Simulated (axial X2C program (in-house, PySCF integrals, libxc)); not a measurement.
## Nuclear properties of RbBa

Calculated with an axial X2C code built on PySCF integrals: two-component X2C with atomic mean-field Coulomb and Gaunt terms, Gaussian nuclei, basis Ba dyall-cv3z, Rb dyall-cv3z with contracted cores.

R = 4.729 Å (near the PBE0 minimum at charge 0 of the determinant lowest at the starting distance; the state shown can have its own minimum elsewhere).

Determinant lowest in the PBE0 search, Ω = 1/2 (⟨Sz⟩ = 0.50, ⟨Lz⟩ = 0.00 at PBE0), spin on the atoms Ba 0.15, Rb 0.35:

```tsv
level	Eeff magnitude (GV/cm)	Ws magnitude Ba (kHz)	A∥/gI Ba (MHz)	qzz Ba (a.u.)	A∥/gI Rb (MHz)	qzz Rb (a.u.)	μ (D)
PBE0	4.3	5.21	526	-0.63	1320	-0.14	1.98
LDA	2.64	3.22	718	-0.53	1410	-0.15	1.37
BP86	2.64	3.18	625	-0.53	1350	-0.14	1.47
PBE	2.85	3.39	606	-0.57	1230	-0.16	1.60
```

Eeff is the effective electric field on the electron electric dipole moment in this Ω state and Ws the scalar–pseudoscalar constant of the nucleus named (defined with the proton number Z and per Ω); A∥ (defined per Ω) follows by multiplying with gI = μI/(I μN); qzz is the electric field gradient, eQq0 = 234.96 MHz × Q/barn × qzz; μ is positive if the Rb end (last atom) is positive. The operators were transformed with the bare-nucleus X2C matrices; with these basis sets, hyperfine constants and field gradients can be off by tens of per cent, and where levels differ in sign neither size nor sign is settled.

Q: With gI(137Ba) = 0.6249, Q(137Ba) = 0.236 barn, gI(85Rb) = 0.5412, Q(85Rb) = 0.276 barn (g factors from the IAEA table of nuclear moments by Stone; Q from Pyykkö, Mol. Phys. 2018), turn the PBE0 values of the first state into constants in MHz.

A: A∥(137Ba) = 526 × 0.6249 = 329 MHz; eQq0(137Ba) = 234.96 × (0.236) × (-0.63) = -34.9 MHz; A∥(85Rb) = 1320 × 0.5412 = 714 MHz; eQq0(85Rb) = 234.96 × (0.276) × (-0.14) = -9.08 MHz.

Each state is one determinant with collinear spin. Left out as unconverged or as another state under the same occupation: HF in at least one table. The search compared states at one distance, so a state with another bond length can lie lower. Further determinants of the search, some of them spin-mixed, are not shown.
